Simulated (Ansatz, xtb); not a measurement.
# CH3OSe+: 5 structures ranked

5 gas-phase structures of CH3OSe+, found in a search over its isomers (lower ones may exist). Each was relaxed with GFN2-xTB; where two conformers were screened, the lower at r2SCAN-D4/def2-SVP is listed:

A. `C1[OH+][Se]1`, a singlet
B. a singlet given by its coordinates
C. `C=[Se+]O`, a singlet
D. `C1O[SeH+]1`, a singlet
E. `[H]/[Se+]=C\O`, a singlet

B (Å):

```csv
atom,x (Å),y (Å),z (Å)
C,-0.8845,-1.1870,-0.4020
O,-1.5690,-0.4298,0.1348
Se,1.1094,-0.5533,-0.9068
H,-1.0381,-2.2122,-0.7488
H,1.0732,0.5965,-0.0171
H,1.7177,-1.4198,0.0958
```

Close contacts (Å): C1–O2 1.15, C1–Se3 2.15, C1–H4 1.09, Se3–H5 1.45, Se3–H6 1.46.

Problem. Which do you expect lowest at r2SCAN-D4/def2-SVP, and how would the others follow?

Solution. Calculated order at r2SCAN-D4/def2-SVP: E (0.0), B (16.4), C (28.9), D (47.0), A (48.3) kcal/mol.

Energies above the lowest of each column, in kcal/mol; the last columns are at PBE0-D3(BJ)/def2-SVP geometries and were run for some of them only (a dash: not run or not comparable):

```json
{"structure": "E", "GFN2-xTB": "0.0", "HF/STO-3G": "0.0", "r2SCAN-D4/def2-SVP": "0.0", "PBE0-D3(BJ)/def2-SVP": "0.0", "CCSD(T)/def2-TZVPP": "0.0"}
{"structure": "B", "GFN2-xTB": "22.4", "HF/STO-3G": "25.9", "r2SCAN-D4/def2-SVP": "16.4", "PBE0-D3(BJ)/def2-SVP": "17.6", "CCSD(T)/def2-TZVPP": "15.8"}
{"structure": "C", "GFN2-xTB": "10.8", "HF/STO-3G": "42.0", "r2SCAN-D4/def2-SVP": "28.9", "PBE0-D3(BJ)/def2-SVP": "–", "CCSD(T)/def2-TZVPP": "–"}
{"structure": "D", "GFN2-xTB": "22.0", "HF/STO-3G": "41.0", "r2SCAN-D4/def2-SVP": "47.0", "PBE0-D3(BJ)/def2-SVP": "–", "CCSD(T)/def2-TZVPP": "–"}
{"structure": "A", "GFN2-xTB": "21.1", "HF/STO-3G": "28.6", "r2SCAN-D4/def2-SVP": "48.3", "PBE0-D3(BJ)/def2-SVP": "–", "CCSD(T)/def2-TZVPP": "–"}
```

Every level run on E puts it lowest or level with the lowest. Some further structures that were screened fall inside this span and aren't listed. Flexible structures stand in one conformer each, not always the lowest. Frequencies (PBE0-D3(BJ)/def2-SVP) were run for B, E alone.

Over these structures GFN2-xTB departs from r2SCAN-D4/def2-SVP by 12.7 kcal/mol on average once a common shift is removed. A GFN2-xTB relaxation took about 0.046 s and the r2SCAN-D4/def2-SVP energy about 0.58 s on a shared host (Ansatz 0.2.0, xtb 6.7.1).
